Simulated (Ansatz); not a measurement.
Pulling on the O3–H4 bond in CdFHO (SMILES [OH][Cd][F]) (multiplicity 1 held, fragments rigid). Energies count from the point at 0.964 Å.
Geometry at that point (charge 0, multiplicity 1):
```json
[
 {"atom": "Cd", "x (Å)": "0.0086", "y (Å)": "0.0063", "z (Å)": "-0.0013"},
 {"atom": "F", "x (Å)": "1.2551", "y (Å)": "0.9206", "z (Å)": "-1.1752"},
 {"atom": "O", "x (Å)": "-1.3176", "y (Å)": "-0.9670", "z (Å)": "1.0769"},
 {"atom": "H", "x (Å)": "-1.1661", "y (Å)": "-0.8520", "z (Å)": "2.0216"}
]
```

Restricted levels (R-, RO-) in cc, def2 and unpolarised 6-31G sets keep to the state of the molecule at rest. Unrestricted levels (U-) break spin symmetry where that is lower. Active spaces are followed from a long bond inwards. Curves can end on different states.

Frozen-core correlation.

The values were computed with Ansatz (Gaussian orbitals).  In def2 rows elements past Kr take small-core potentials, without spin–orbit coupling.

Energies in kcal/mol.

| R (Å) | R-HF/def2-SVP | R-MP2/def2-SVP | U-MP2/def2-SVP | U-CCSD(T)/def2-SVP | CASSCF(4,3)/def2-SVP | FIC-MRCISD+Q on CASSCF(4,3)/def2-SVP |
|---|---|---|---|---|---|---|
| 0.771 | 32.5 | 37.9 | 37.9 | 37.8 | 36.8 | 37.2 |
| 0.867 | 4.9 | 7.5 | 7.5 | 7.5 | 7.2 | 7.2 |
| 0.964 | 0.0 | 0.0 | 0.0 | 0.0 | 0.0 | 0.0 |
| 1.060 | 7.0 | 4.4 | 4.4 | 4.3 | 4.3 | 4.6 |
| 1.156 | 19.8 | 14.7 | 14.7 | 14.4 | 13.9 | 14.9 |
| 1.301 | 43.3 | 34.7 | 34.7 | 33.5 | 31.6 | 34.2 |
| 1.445 | 67.4 | 55.4 | 71.7 | 53.1 | 48.6 | 53.4 |
| 1.686 | 103.6 | 86.0 | 102.6 | 80.0 | 70.5 | 79.1 |
| 1.927 | 133.5 | 109.8 | 112.6 | 98.9 | 84.2 | 95.6 |
| 2.216 | 161.9 | 129.6 | 116.7 | 110.0 | 92.9 | 106.0 |
| 2.602 | 190.1 | 143.5 | 118.3 | 113.6 | 97.3 | 111.5 |
| 3.084 | 214.5 | 145.3 | 118.9 | 114.5 | 98.9 | 113.5 |

Doubts at one or more of the structures used: a restricted determinant that unrestricted orbitals would lower (R-HF/def2-SVP, R-MP2/def2-SVP); a spin-contaminated determinant (U-MP2/def2-SVP, U-CCSD(T)/def2-SVP); T1 above 0.05 (U-CCSD(T)/def2-SVP); active orbitals that take no part (CASSCF(4,3)/def2-SVP, FIC-MRCISD+Q on CASSCF(4,3)/def2-SVP).

Ansatz is an electronic-structure program.
